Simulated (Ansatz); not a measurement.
Cost and result for the atomization energy of CH₂B₂ClF, SMILES `FB1CB1Cl` (7 atoms, 7 bonds).

```json
{"atom": "F1", "x (Å)": "-2.053", "y (Å)": "-0.899", "z (Å)": "0.169"}
{"atom": "B2", "x (Å)": "-0.983", "y (Å)": "-0.161", "z (Å)": "0.267"}
{"atom": "C3", "x (Å)": "0.497", "y (Å)": "-0.334", "z (Å)": "-0.397"}
{"atom": "B4", "x (Å)": "0.140", "y (Å)": "0.909", "z (Å)": "0.361"}
{"atom": "Cl5", "x (Å)": "1.091", "y (Å)": "2.037", "z (Å)": "1.265"}
{"atom": "H6", "x (Å)": "1.474", "y (Å)": "-0.805", "z (Å)": "-0.484"}
{"atom": "H7", "x (Å)": "-0.166", "y (Å)": "-0.747", "z (Å)": "-1.182"}
```

Charge 0, multiplicity 1. The geometry is a stationary point of PBE0-D4/def2-TZVP. Program: Ansatz. All runs use 2 threads of an Arm Neoverse V1 on a shared host. Times are those of one run each, without the atoms' runs, and a repeat can differ threefold. Electronic energies, without spin–orbit coupling; frozen cores. CCSD(T)/CBS adds CCSD(T) − MP2 in def2-TZVPP to the MP2 limit, and its time is that of the two runs behind it. T1 = 0.013. B3LYP takes the VWN-RPA correlation (the form of Gaussian; ORCA's B3LYP/G).

CCSD(T)/CBS is a level of theory with its own doubt, some kJ/mol a heavy atom from the limit and from the frozen cores, so smaller differences don't rank the functionals.

```
                             level  functions  wall time  atomization (kJ/mol)  difference from CCSD(T)/CBS  per bond
            LDA (SPW92)/def2-TZVPP        194      1.4 s                3282.0                        511.5      73.1
                BLYP-D4/def2-TZVPP        194      2.5 s                2796.7                         26.2       3.7
   PBE-D4/def2-TZVPP (with forces)        194      2.8 s                2915.1                        144.6      20.7
                PBE0-D4/def2-TZVPP        194        3 s                2846.7                         76.2      10.9
                  CCSD(T)/def2-SVP         84      3.2 s                2664.7                       -105.8     -15.1
 B3LYP-D4/def2-TZVPP (with forces)        194      4.3 s                2790.5                         20.0       2.8
                 B2PLYP/def2-TZVPP        194      5.5 s                2772.2                          1.7       0.2
r2SCAN-D4/def2-TZVPP (with forces)        194        6 s                2849.9                         79.4      11.3
               PBE-QIDH/def2-TZVPP        194        6 s                2815.3                         44.8       6.4
                 B97M-V/def2-TZVPP        194       10 s                2848.2                         77.7      11.1
                    MP2/def2-QZVPP        358       18 s                2860.5                         90.0      12.9
                CCSD(T)/def2-TZVPP        194       74 s                2701.8                        -68.7      -9.8
                 CCSD(T)/CBS(def2)          –       92 s                2770.5                          0.0       0.0
```

In def2-TZVPP, CCSD(T) changes the Hartree–Fock value by +620.7 kJ/mol (the triples alone add +56.9 kJ/mol) and MP2 by +738.9 kJ/mol; breaking electron pairs costs correlation energy, which Hartree–Fock lacks. The D4 term adds +21.3 kJ/mol with B3LYP and +11.0 kJ/mol with PBE0; it sums over pairs of atoms, weighted by their polarisabilities, and B3LYP, whose exchange is more repulsive, gets the larger term. Leaving LDA and LC-ωPBE aside and taking each functional with its dispersion term where it has one, the values, not all of them listed here, spread over 221.0 kJ/mol, from BHLYP-D4 to PBE-D4. LDA lies +379.9 kJ/mol from PBE without D4, its usual overbinding.
